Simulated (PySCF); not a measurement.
Two species compared at the same levels of theory.

First species: C7H13NOSi.
SMILES: `N#CC[C@](C=O)(C)CC[SiH3]`

Second species: C₅H₁₄O₂Si₂.
SMILES with atom numbers: `[CH3:1][CH2:2][O:3][Si@@H:4]1[CH2:5][CH2:6][Si@@H:7]([OH:8])[CH2:9]1` (hydrogens: H10, H11, H12 on C1; H13, H14 on C2; H15 on Si4; H16, H17 on C5; H18, H19 on C6; H20 on Si7; H21 on O8; H22, H23 on C9)

Levels: PBE0/pcSseg-1 for HOMO energy, LUMO energy and HOMO–LUMO gap. Geometries: GFN2-xTB. All species are isolated and taken at one optimised geometry, non-relativistic unless stated. Electronic properties by PySCF.

Dipoles, sizes and rotational constants follow the conformer. The torsions of the flexible species, by atom-mapped SMILES:
- `[CH3:1][C@@:2]([CH:3]=[O:4])([CH2:5][C:6]#[N:7])[CH2:8][CH2:9][SiH3:10]`: C1–C2–C3–O4 119°, C1–C2–C5–C6 69°, C1–C2–C8–C9 180°, C2–C8–C9–Si10 -173°

The conformers of `CCO[Si@@H]1CC[Si@@H](O)C1` aren't listed.

Values for the first species:

| Quantity | Value |
| --- | --- |
| HOMO energy | -7.90 eV |
| LUMO energy | -1.16 eV |
| HOMO–LUMO gap | 6.74 eV |

**Question.** Estimate the same properties for the second species, and the change in each.

**Answer.** 
| property | first | second | second less first |
| --- | --- | --- | --- |
| HOMO energy | -7.90 eV | -7.62 eV | +0.28 eV |
| LUMO energy | -1.16 eV | 0.72 eV | +1.88 eV |
| HOMO–LUMO gap | 6.74 eV | 8.34 eV | +1.60 eV |

